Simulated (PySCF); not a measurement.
Telling isomers of C$_{3}$H$_{5}$FN$_{2}$Si apart by NMR

Computational details: σ from GIAO-PBE0/pcSseg-1, coordinates at the GFN2-xTB level, in PySCF 2.14 (equivalent nuclei averaged, one computed conformer, no relativistic terms, no solvent).

Shifts are taken against calculated references (same method and geometry level): ¹H (31.72 ppm), ¹³C (186.93 ppm) vs TMS. Splittings of carbon signals by F and P are missing where no couplings were computed. Where no couplings were computed, multiplicities follow the n + 1 count of equivalent neighbours, and m marks all less simple cases (inequivalent or close neighbours, rings, F or P nearby). Shifts are as computed. Against solution values, carbons near 30 ppm lie about +3 ppm off and those near 130 ppm about +5 ppm. Of 1211 compounds with measured shifts, 218 miss one by over three times the rms of a fit or turn the order of signals round; such compounds aren't used in these exercises. OH and NH positions are gas-phase values without hydrogen bonding to other molecules.

(1) Tabulate the signals of `F[SiH2]c1c[nH]cn1`, `N#C/C=C(\F)[SiH2]N`, `N#C/C(CF)=N\[SiH3]`, `F[SiH2]n1ccnc1` and their relative energies.

(2) What is the quickest way to tell N#C/C=C(\F)[SiH2]N from N#C/C(CF)=N\[SiH3]?

(3) What is the quickest way to tell F[SiH2]c1c[nH]cn1 from F[SiH2]n1ccnc1?

(4) What is the quickest way to tell F[SiH2]c1c[nH]cn1 from N#C/C=C(\F)[SiH2]N?

Results:

(1) 
```json
{"SMILES": "F[SiH2]c1c[nH]cn1", "carbon types": "1×C 2×CH", "δC": "139.1, 138.2, 129.8", "δH": "8.66 (br s, 1H), 7.58 (m, 1H), 7.45 (m, 1H), 5.66 (m, 2H)", "E rel. (kcal/mol)": "6.6"}
{"SMILES": "N#C/C=C(\\F)[SiH2]N", "carbon types": "2×C 1×CH", "δC": "195.6, 116.9, 99.2", "δH": "5.46 (m, 1H), 5.06 (m, 2H), 0.24 (br s, 2H)", "E rel. (kcal/mol)": "57.7"}
{"SMILES": "N#C/C(CF)=N\\[SiH3]", "carbon types": "2×C 1×CH2", "δC": "161.1, 113.7, 90.6", "δH": "5.23 (m, 2H), 5.16 (s, 3H)", "E rel. (kcal/mol)": "75.8"}
{"SMILES": "F[SiH2]n1ccnc1", "carbon types": "3×CH", "δC": "141.6, 139.2, 117.6", "δH": "7.61 (m, 1H), 7.55 (m, 1H), 6.76 (m, 1H), 5.69 (m, 2H)", "E rel. (kcal/mol)": "0.0"}
```

Energies are electronic energies at PBE0/pcSseg-1 on these geometries, without zero-point or thermal terms, each for the one conformer computed, which needn't be the lowest.

(2) Both give the same number of carbon signals, but DEPT or the intensities differ. The first has an alkene CH at 99.2 ppm, the second an sp3 CH2 bonded to F at 90.6 ppm. Their most deshielded carbons lie at 195.6 and 161.1 ppm.

(3) Both give the same number of carbon signals, but DEPT or the intensities differ. The first has a substituted aromatic carbon next to a ring nitrogen (C) at 138.2 ppm, the second an aromatic CH next to a ring nitrogen at 117.6 ppm. Their most deshielded carbons lie at 139.1 and 141.6 ppm.

(4) Both give the same number of carbon signals, but DEPT or the intensities differ. The first has an aromatic CH between two ring heteroatoms at 139.1 ppm, the second a fully substituted alkene carbon (C) at 195.6 ppm. In the proton spectra the most deshielded non-exchanging signals are 7.58 (m, 1H) and 5.46 (m, 1H).
